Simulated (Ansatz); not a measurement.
Isolated molecules relaxed with PBE0-D4/def2-TZVP in Ansatz; ΔE leaves out vibrations. CCSD(T)/CBS adds triple-zeta CCSD(T) − MP2 to the extrapolated MP2 energy (def2 sets, frozen cores). This one scheme is used for every species. DFT in def2-TZVPP. For Ga outer-core shells are correlated without core-valence functions, which leaves a few kJ/mol of doubt a bond. Scalar relativity is left out up to krypton. Each species was taken in one conformer, which may not be the lowest.

Consider the ligand exchange at the Si–C bond: `[SiH3][CH2][GaH2]` + `O[SiH](Cl)Cl` → `[SiH3]O[SiH](Cl)Cl` + `[CH3][GaH2]`.

| level | ΔE (kJ/mol) |
| --- | --- |
| PBE0-D4 | -84.6 |
| r2SCAN0-D4 | -92.7 |

(1) What does CCSD(T)/CBS give? (Best estimate.)

Largest T1 diagnostic among the species: 0.012.

Answers

(1) Ansatz gave: -93.1 kJ/mol. The listed levels differ from it by 8.5, 0.4 kJ/mol.

In def2-TZVPP, CCSD(T) changes the Hartree–Fock value by +22.3 kJ/mol (the triples alone add +3.3 kJ/mol) and MP2 by +21.6 kJ/mol. From PBE to PBE0 (25 % exact exchange), in def2-TZVPP and without D4, ΔE moves by −4.9 kJ/mol. At CCSD(T), def2-SVP lies +3.0 kJ/mol from the extrapolated value and def2-TZVPP −0.2 kJ/mol.
